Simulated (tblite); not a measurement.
C₅H₁₄OSi₂.
Geometry (GFN2-xTB, Å), atoms numbered from 1 in this order:
```
atom  x, y, z in Å
C1    -2.349   -0.306   -1.218
C2    -1.542    0.290   -0.061
C3    -2.419    0.475    1.175
O4    -0.464   -0.546    0.311
C5     0.720   -0.383   -0.466
Si6    1.734    1.226   -0.090
C7     3.168    0.075    0.459
Si8    2.131   -1.522    0.198
H9    -3.171    0.355   -1.480
H10   -2.749   -1.275   -0.925
H11   -1.722   -0.443   -2.096
H12   -1.139    1.270   -0.375
H13   -2.761   -0.495    1.524
H14   -1.845    0.946    1.969
H15   -3.279    1.096    0.939
H16    0.487   -0.538   -1.528
H17    2.016    2.069   -1.256
H18    1.168    2.032    0.991
H19    3.510    0.234    1.479
H20    4.051    0.138   -0.172
H21    2.681   -2.445   -0.800
H22    1.765   -2.233    1.419
```

Computed values, GFN2-xTB/tblite, gas phase, harmonic and unscaled. The method is semi-empirical: single wavenumbers can be off by several per cent or more. Modes of hydrogen on silicon can be 10 to 20 % off. One conformer, not necessarily the lowest.

Harmonic wavenumbers (cm⁻¹): 29.4, 51.0, 77.6, 124.3, 166.3, 191.9, 208.4, 289.0, 339.6, 361.9, 420.2, 428.0, 446.4, 465.5, 497.6, 545.7, 594.4, 611.4, 660.0, 690.0, 699.8, 740.2, 762.4, 770.4, 785.0, 871.7, 930.7, 933.6, 946.7, 969.1, 1051.2, 1070.2, 1083.8, 1134.7, 1155.8, 1173.9, 1273.2, 1320.8, 1331.9, 1390.4, 1402.4, 1462.4, 1475.8, 1488.8, 1490.5, 1501.1, 2220.6, 2227.7, 2259.8, 2296.3, 2803.5, 2835.9, 3004.7, 3014.3, 3028.9, 3036.9, 3038.0, 3042.2, 3044.2, 3048.2.

A = 2460, B = 801.3, C = 717.1 MHz; mass 146.058 u (most abundant isotopes); point group C1, symmetry number 1.

Question: What is the zero-point energy?

Answer: ½Σν̃ = 37658 cm⁻¹ = 107.67 kcal/mol.

Question: What is S at 200 K and 1 bar for an ideal gas of classical rigid rotors and harmonic oscillators?

Answer: Translation 38.89, rotation 28.62, vibration 24.00: S = 91.5 cal/(mol K).

Question: And Cp and H(200 K) − H(0)?

Answer: Cp = 33.64 cal/(mol K), of which vibrations give 25.69 (their classical limit is 60 R = 119.2); H(200 K) − H(0) = 4.12 kcal/mol without the zero-point energy, 2.53 from vibrations.

Question: Blend soft modes into free rotors: weight 1/[1 + (100 cm⁻¹/ν̃)⁴] for the oscillator and the rest for a rotor with moment μB/(μ + B), μ = h/(8π²ν), B = 10⁻⁴⁴ kg m². What vibrational entropy results?

Answer: 21.53 cal/(mol K) in place of 24.00, which changes −T·S at 200 K by +0.49 kcal/mol.

Question: What must be added to the electronic energy to get the Gibbs energy at 200 K and 1 bar?

Answer: ZPE + [H(200 K) − H(0)] − T·S = 107.67 + 4.12 − 18.30 = 93.49 kcal/mol.

Hindered rotation and anharmonicity are outside this model. Other conformers, if any are populated, would add a mixing term that is left out. The structure is chiral; the term R ln 2 for an equal mix with its mirror image is left out.
